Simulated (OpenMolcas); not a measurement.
# Tc3+: moving or changing the point charges

Tc3+ among 6 point charges of -1.7 e arranged as a tetragonal octahedron (D4h), 2.05 Å from the ion, with the axial distance 2.460 Å.

- Program: OpenMolcas
- Method: CASSCF
- Basis: ANO-RCC-VTZP [7s6p4d2f1g]
- Scalar Hamiltonian: DKH2, point nucleus
- Active space: 4 electrons in 5 orbitals (4d)
- State averaging: 2S+1 = 5 even, 5 roots; 2S+1 = 3 even, 45 roots; 2S+1 = 1 even, 50 roots
- Spin-orbit coupling: state interaction with AMFI integrals over the reference wave functions

Runs around this geometry, states (labels of D4, the rotations of D4h). Energies in cm-1 above the lowest state or level, χT in cm3 K/mol.

```json
{"R (Å)": "2.05", "q (e)": "-1.36", "Axial / equatorial distance": "1.2", "Ground state": "5B1", "First state of that spin": "5B2 6556", "First gap with spin-orbit (degeneracies)": "4.4 (1, 1)", "χT at 300 K": "2.535", "First state of another spin": "3E 16713"}
{"R (Å)": "2.05", "q (e)": "-1.7", "Axial / equatorial distance": "1.2", "Ground state": "5B1", "First state of that spin": "5B2 8065", "First gap with spin-orbit (degeneracies)": "3.6 (1, 1)", "χT at 300 K": "2.624", "First state of another spin": "3E 16175"}
{"R (Å)": "2.22", "q (e)": "-1.7", "Axial / equatorial distance": "1.2", "Ground state": "5B1", "First state of that spin": "5B2 5546", "First gap with spin-orbit (degeneracies)": "4.7 (1, 1)", "χT at 300 K": "2.457", "First state of another spin": "3E 17294"}
{"R (Å)": "2.05", "q (e)": "-1.7", "Axial / equatorial distance": "1.3", "Ground state": "5B1", "First state of that spin": "5B2 7945", "First gap with spin-orbit (degeneracies)": "3.1 (1, 1)", "χT at 300 K": "2.627", "First state of another spin": "3E 17496"}
```

Taking the first state of the same spin as R^-n, n = -ln(5546 / 8065) / ln(2.22 / 2.05) = 4.7 between the shortest and longest distance.

Scaling the charges by -1.36 / -1.7 = 0.80 scales the first state of the same spin by 6556 / 8065 = 0.81; with fixed orbitals a first-order splitting would follow the charge.

Without dynamic correlation the repulsion within the d shell is too large (B by tens of per cent), so at a given field states of lower spin stand too high. Point charges give a weaker field than real ligands, and real ions of this kind are as a rule low spin; the high spin found here belongs to the model. This is an electrostatic model: the charges have no orbitals. No measured value stands beside these numbers.
